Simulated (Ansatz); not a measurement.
`C[SiH](O)F` + HBr → `C[SiH](O)Br` + H–F at 298.15 K and 1 bar (ligand exchange at the Si–F bond).

Gas-phase electronic energies from Ansatz, PBE0-D4/def2-TZVP geometries. CBS: MP2 limit from def2 TZ/QZ plus the TZ coupled-cluster correction, frozen cores. This one scheme is used for every species. For Br outer-core shells are correlated without core-valence functions, which leaves a few kJ/mol of doubt a bond. Scalar relativity is left out up to krypton. Each species was taken in one conformer, which may not be the lowest.

| species | CCSD(T)/CBS energy (Eh) | H − E (kJ/mol) | S (J/(mol·K)) |
| --- | --- | --- | --- |
| `C[SiH](O)F` | -505.24344 | 182.7 | 314.7 |
| HBr | -2573.91920 | 24.6 | 198.6 |
| `C[SiH](O)Br` | -2978.74949 | 179.7 | 339.5 |
| H–F | -100.39570 | 33.5 | 173.6 |

H − E and S are ideal-gas, rigid-rotor, harmonic terms from PBE0-D4/def2-TZVP, for one conformer and one mirror image of each species. 1 Eh = 2625.50 kJ/mol, R = 8.31446 J/(mol·K).

Task: By hand: ΔE, ΔH, ΔS and ΔG.

Result: ΔE = (-2978.74949) + (-100.39570) − (-505.24344) − (-2573.91920) = 0.01745 Eh = 45.8 kJ/mol. Δ(H − E) = 179.7 + 33.5 − 182.7 − 24.6 = 5.9, so ΔH = 51.7 kJ/mol. ΔS = 339.5 + 173.6 − 314.7 − 198.6 = -0.2 J/(mol·K). ΔG = 51.7 − 298.15 × (-0.2)/1000 = 51.8 kJ/mol.

Task: By hand: the equilibrium constant, and the temperature at which ΔG would vanish if ΔH and ΔS stayed fixed.

Result: log₁₀ K = −ΔG/(RT ln 10) = -9.1. ΔH and −TΔS have one sign here, so there is no such temperature.

The number of gas molecules stays the same, so ΔS is small and ΔH decides. A doubt of 5 kJ/mol in ΔE shifts log₁₀ K by 0.9 here. Other conformers and mirror images would add mixing entropy, several J/(mol·K) or more a flexible species. These are equilibria of isolated gas molecules and say nothing of rates. Largest T1 diagnostic: 0.011 (customary marks: 0.02 for closed shells, 0.045 for open ones).

ΔS is within the doubt of such terms, so its sign, and with it that verdict, could turn.
